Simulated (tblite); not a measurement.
Compound: C₆H₄NO₃ (doublet state).
SMILES with atom numbers: `[CH2:1]=[C:2]1[C:3]([NH:4][CH:5]=[O:6])=[C:7]1[O:8][C:9]=[O:10]` (hydrogens: H11, H12 on C1; H13 on N4; H14 on C5)

Computed geometry: GFN2-xTB, gas phase. This method treats the open shell by occupation alone, without spin polarisation.

(1) List the bond lengths, angles and torsions at this level.

## Answers

(1) 
| bond | length (pm) |
| --- | --- |
| C1=C2 | 130.8 |
| C2–C3 | 146.6 |
| C3–N4 | 135.2 |
| N4–C5 | 137.3 |
| C5=O6 | 119.7 |
| C3=C7 | 133.2 |
| C7–O8 | 137.2 |
| O8–C9 | 129.8 |
| C9=O10 | 119.9 |
| C2–C7 | 144.9 |
| C1–H11 | 107.5 |
| C1–H12 | 107.5 |
| N4–H13 | 101.5 |
| C5–H14 | 110.4 |

A selection of angles:
| angle | degrees |
| --- | --- |
| C2–C1–H11 | 120.3 |
| C2–C1–H12 | 121.6 |
| H11–C1–H12 | 118.1 |
| C1–C2–C3 | 152.0 |
| C1–C2–C7 | 153.7 |
| C3–C2–C7 | 54.4 |
| C2–C3–N4 | 149.8 |
| C2–C3–C7 | 62.2 |
| N4–C3–C7 | 148.1 |
| C3–N4–C5 | 123.6 |
| C3–N4–H13 | 116.3 |
| C5–N4–H13 | 120.1 |
| N4–C5–O6 | 125.2 |
| N4–C5–H14 | 110.8 |
| O6–C5–H14 | 124.0 |
| C3–C7–O8 | 144.7 |
| C2–C7–C3 | 63.5 |
| C2–C7–O8 | 151.8 |
| C7–O8–C9 | 117.6 |
| O8–C9–O10 | 132.8 |

Dihedral angles: C1–C2–C3–N4 0° (synperiplanar); C2–C3–N4–C5 -1° (synperiplanar); C3–N4–C5–O6 0° (synperiplanar); C2–C3–C7–O8 180° (antiperiplanar); C3–C7–O8–C9 0° (synperiplanar); C7–O8–C9–O10 0° (synperiplanar); C1–C2–C7–C3 180° (antiperiplanar).

C3 (carbon bonded to 2 C and N) is planar (angles 149.8°, 148.1° and 62.2°, sum 360.0°, 0.00 Å off the plane of its three neighbours). The 10 heavy atoms lie in one plane (0.006 Å rms). The 2 C–N bonds span 1.352 Å (C3–N4, drawn single) to 1.373 Å (N4–C5, drawn single), a spread of 0.021 Å. Of the pairs four or more bonds apart, O10···H13 is among the closest relative to their van der Waals radii: 2.57 Å, 94 % of the sum of Bondi's values. N4 (nitrogen bonded to 2 C and H) is planar (angles 123.6°, 120.1° and 116.3°, sum 360.0°, 0.00 Å off the plane of its three neighbours). C2 (carbon bonded to 3 C) has angles 153.7°, 152.0° and 54.4°, sum 360.0°, 0.00 Å off the plane of its three neighbours. C7 (carbon bonded to 2 C and O) has angles 151.8°, 144.7° and 63.5°, sum 360.0°, 0.00 Å off the plane of its three neighbours.

Point group: Cs (every atom within 0.08 Å of its image). Its GFN2-xTB frequencies are all real (lowest 36 cm⁻¹). 3 starts were optimised and ended at 0.00, 2.33 and -8.20 kcal/mol (GFN2-xTB); the lowest of these is shown.

One conformer stands for the species.
